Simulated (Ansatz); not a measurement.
# Relative stability

The two ends of one reaction step of Si4H11F3, closed shell (PBE0-D4/def2-TZVP).

A:

Si1  (-1.351, -0.426, 1.001)
Si2  (2.641, 0.285, -0.913)
Si3  (-2.108, 1.387, -0.293)
Si4  (-0.628, -2.374, -0.100)
F5  (-2.502, -0.834, 2.032)
H6  (0.773, 1.574, 1.584)
F7  (1.060, 2.319, 1.108)
H8  (2.362, -0.337, 0.408)
F9  (-0.136, 0.095, 1.947)
H10  (3.555, 1.439, -0.751)
H11  (3.274, -0.737, -1.787)
H12  (1.363, 0.717, -1.531)
H13  (-3.371, 0.953, -0.948)
H14  (-1.099, 1.715, -1.329)
H15  (-2.367, 2.557, 0.583)
H16  (-0.014, -3.311, 0.875)
H17  (0.358, -2.015, -1.151)
H18  (-1.812, -3.007, -0.737)
(Å)

B:

```tsv
atom	x (Å)	y (Å)	z (Å)
Si1	-0.2163	-0.5881	0.1189
Si2	1.8906	-0.2097	-0.8504
Si3	-1.6242	1.1910	-0.4791
Si4	-1.0758	-2.6132	-0.6919
F5	0.0374	-0.7074	1.7115
H6	0.1547	2.0606	2.3528
F7	-0.7719	2.1392	2.2782
H8	2.1287	1.5251	1.3104
F9	1.8713	1.9481	2.1025
H10	2.5698	0.9428	-0.1613
H11	2.8226	-1.3611	-0.7383
H12	1.7529	0.1937	-2.2738
H13	-2.0282	0.8540	-1.8763
H14	-0.9110	2.4912	-0.5108
H15	-2.8359	1.2503	0.3721
H16	-0.2166	-3.7542	-0.2786
H17	-1.0850	-2.5238	-2.1777
H18	-2.4633	-2.8386	-0.2085
```

Computed with Ansatz 0.2.0 (basis: def2-TZVPP); correlated methods freeze the cores. B3LYP uses VWN-RPA correlation.

Problem. Which structure is lower at CCSD(T), and by how much? (Judge from chemistry; the value comes from the calculation.)

Solution. The calculation gives: A, by 1.370 eV (electronic energy, against the other). By their contacts, A is a complex of Si₃H₆F₂ ([F][Si]([F])([SiH3])[SiH3]) + SiH₄ + HF and B is a complex of Si₄H₉F ([F][Si]([SiH3])([SiH3])[SiH3]) + HF + HF.

All methods give the same order:

```
      method  E(B) − E(A) (eV)
       SPW92             1.041
      PBE-D4             1.088
     BLYP-D4             1.332
   r2SCAN-D4             1.296
      B97M-V             1.325
     PBE0-D4             1.161
    B3LYP-D4             1.378
  r2SCAN0-D4             1.317
    BHLYP-D4             1.477
CAM-B3LYP-D4             1.472
     wB97X-V             1.387
     wB97M-V             1.409
      B2PLYP             1.429
    PBE-QIDH             1.281
  RPA on PBE             1.420
          HF             1.753
         MP2             1.382
        CCSD             1.430
     CCSD(T)             1.370
```

T1 diagnostic: at most 0.013.

Labels in which every atom is bracketed show which atoms are joined, not bond orders.

For scale, one of the runs: CCSD(T)/def2-TZVPP, 415 basis functions, launched by `ansatz run in.yaml --threads 4 --pin off --events-out ev --progress --plain --max-ram 66560MiB --backend cuda --devices 0, --max-vram 37GiB`. The run took 21 s on 4 CPU threads of an AMD EPYC 7R13 and a share of one NVIDIA H100 (shared host), with 0.93 GiB of host memory at its peak.
